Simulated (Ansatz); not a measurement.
The first iterations of a band of BrGaH₄O₃ (9 atoms, charge 0, multiplicity 1).

Level of theory: RKS BHLYP-D4/def2-SVP in Ansatz.

```yaml
movable_images: 7
climbing_image: yes
spring: 5.0 eV/Å²
optimiser: quadratic models (default)
start_path: through a guess of the saddle point
force_threshold: 0.05 eV/Å
iteration_limit: 60
end_points: relaxed
```

Image 0:

```xyz
9
Properties=species:S:1:pos:R:3
Ga -0.165 -0.167 -0.476
Br 1.076 -2.011 -1.129
O -0.301 1.204 -1.589
O -1.472 -0.386 0.727
H 1.675 -0.272 1.365
O 0.983 0.361 1.162
H 0.267 1.192 -2.354
H -2.365 -0.204 0.451
H 0.302 0.284 1.842
```

Image 8:

```xyz
9
Properties=species:S:1:pos:R:3
Ga -0.493 0.383 -0.015
Br 1.767 -2.023 -0.603
O -0.443 0.997 -1.660
O -1.972 -0.221 0.720
H 1.780 -0.943 0.356
O 0.930 0.501 1.065
H 0.419 1.218 -2.003
H -2.727 -0.309 0.144
H 0.739 0.397 1.996
```

| iteration | highest image above the first end (eV) | largest band force component (eV/Å) |
| --- | --- | --- |
| 1 | 2.038 | 3.538 |
| 2 | 1.497 | 2.098 |
| 3 | 1.450 | 1.112 |

**Question.** Does the band converge within its limit, and where does its top end?

**Answer.** The run converged. It ended after 10 iterations with the highest image 1.451 eV above the first end. A vibrational analysis at the climbing image gives one clearly imaginary mode, 199i cm⁻¹: a first-order saddle point. The orbitals stay closed-shell, which can raise the energy where a bond breaks towards radicals; this wasn't checked here.

Run time: 5.3 min on 4 threads of Arm Neoverse N1, on a shared host, peak memory 0.37 GiB.
